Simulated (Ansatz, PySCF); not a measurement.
Isomers of CH6BN: 1 is CBN, 2 is BNC; one conformer of each (the lowest of an xTB search), B3LYP-D3(BJ)/def2-TZVP minima.
Isomer 1 (charge 0, multiplicity 1):
```xyz
9

C      1.1384    -0.2911    -0.0886
B     -0.2133     0.4962    -0.2347
N     -1.4072     0.0190     0.3037
H      1.0525    -1.2290     0.4669
H      1.5560    -0.5213    -1.0742
H      1.8905     0.3279     0.4113
H     -0.2586     1.5406    -0.8193
H     -2.2837     0.5060     0.2222
H     -1.4747    -0.8482     0.8126
```
Isomer 2 (charge 0, multiplicity 1):
```xyz
9

B     -1.390     0.158    -0.207
N     -0.115     0.449     0.248
C      1.093    -0.333     0.035
H     -2.280     0.907     0.056
H     -1.564    -0.835    -0.848
H      0.035     1.287     0.791
H      1.850     0.242    -0.504
H      0.844    -1.213    -0.554
H      1.526    -0.662     0.983
```

No zero-point or thermal terms.

Rows in 3-21G, 6-31G*, STO-3G carry no dispersion term and start afresh at each structure (6-31G* with six Cartesian d functions).

The values were computed with Ansatz (a quantum-chemistry and plane-wave program) with Gaussian orbitals; PySCF for 3-21G rows, 6-31G* rows, STO-3G rows. Each number belongs to the level named beside it.

Problem. One of these levels gives 18.93 kcal/mol for the electronic energy of isomer 2 less that of isomer 1. Name it.
A) BLYP/def2-TZVPP
B) HF/STO-3G
C) HF/3-21G
D) HF/6-31G*

Solution. C, HF/3-21G. The others give 10.41 (HF/STO-3G), 13.79 (HF/6-31G*), 16.86 (BLYP/def2-TZVPP)
